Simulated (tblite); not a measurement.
Start geometry of `CC(=O)C[P@H](C)=S` from a force field or distance geometry (Å):
```
atom  x, y, z in Å
C1     2.693    0.302    0.075
C2     1.361   -0.421    0.043
O3     1.229   -1.492   -0.496
C4     0.235    0.265    0.757
P5    -1.286   -0.698    0.684
C6    -2.508    0.278   -0.247
S7    -1.975   -0.847    2.272
H8     3.295   -0.027   -0.767
H9     2.439    1.384    0.039
H10    3.193    0.086    1.059
H11    0.543    0.321    1.829
H12    0.127    1.282    0.320
H13   -1.068   -1.962    0.110
H14   -3.478   -0.255   -0.274
H15   -2.647    1.224    0.352
H16   -2.161    0.569   -1.232
```

Q: What comes out of this run: GFN2-xTB geometry optimisation, gas phase in tblite?

A: 
```
atom  x, y, z in Å
C1     2.3752   -0.2096    0.0502
C2     1.0734    0.4469   -0.3121
O3     0.7044    0.6205   -1.4467
C4     0.2229    0.8314    0.8701
P5    -1.1062   -0.4456    1.0828
C6    -2.2020   -0.2225   -0.3584
S7    -1.9422   -0.4383    2.8233
H8     2.8775   -0.5756   -0.8413
H9     3.0156    0.5138    0.5523
H10    2.1941   -1.0314    0.7415
H11    0.7870    0.8874    1.8026
H12   -0.2996    1.7770    0.6971
H13   -0.4171   -1.6205    0.7478
H14   -2.8906   -1.0659   -0.4061
H15   -2.7766    0.6917   -0.2023
H16   -1.6234   -0.1503   -1.2772
```

The energy falls by 35.7 kcal/mol over 144 L-BFGS steps, the largest force on an atom goes from 12.70 to 0.009 eV/Å, and the atoms move by 1.022 Å rms after alignment. The bond that changes most is P5=S7 (ends: phosphorus bonded to 2 C, S and H; sulfur bonded to P), which lengthens by 0.193 Å. Bonds longer at the end by more than 0.005 Å: 3 of 15; shorter: 7. Among the angles that change most is C6–P5–S7, from 104.3° to 116.8°. Among the dihedrals that turn most is C1–C2–C4–H12, from 57° to 143°. Rotational constants go from 3537, 991.4, 925.9 to 3334, 1025, 853.8 MHz. The orientation of the end geometry is arbitrary; only internal coordinates are fixed.

Its GFN2-xTB frequencies are all real (lowest 41 cm⁻¹). One conformer, not necessarily the lowest. 3 starts were optimised and ended at 0.00, 0.44 and 0.45 kcal/mol (GFN2-xTB); the lowest of these is shown.

The numbers are calculated, not measured.
